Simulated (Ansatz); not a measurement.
Reaction (cleavage of the Si–B bond): `NC[SiH2]BF` + CH₃NH₂ → `CN[SiH2]CN` + `BF`

Computed with Ansatz on PBE0-D4/def2-TZVP structures; ΔE is electronic, products minus reactants. CCSD(T)/CBS is the MP2 limit (def2-TZVPP, def2-QZVPP) plus CCSD(T) − MP2 in def2-TZVPP, frozen cores. This one scheme is used for every species. Functionals use def2-TZVPP. B3LYP here is the variant with VWN-RPA as its local correlation; programs differ in this. Each species was taken in one conformer, which may not be the lowest.

```tsv
level	ΔE (eV)
PBE0-D4	-0.71
ωB97M-V	-0.85
B2PLYP	-0.82
B3LYP	-0.74
HF/def2-TZVPP	-0.89
SCS-MP2/def2-TZVPP	-0.91
CCSD(T)/def2-TZVPP	-0.82
SCS-MP2/def2-QZVPP	-0.92
```

(1) What does CCSD(T)/CBS give? (An estimate is asked.)

Largest T1 diagnostic among the species: 0.013.

Results:

(1) Ansatz gave: -0.83 eV. The listed levels differ from it by 0.12, -0.02, 0.01, 0.09, -0.06, -0.08, 0.01, -0.09 eV.

From PBE to PBE0 (25 % exact exchange), in def2-TZVPP and without D4, ΔE moves by −0.07 eV. The D4 term adds −0.08 eV with B3LYP and −0.05 eV with PBE0; it sums over pairs of atoms, weighted by their polarisabilities, and B3LYP, whose exchange is more repulsive, gets the larger term.
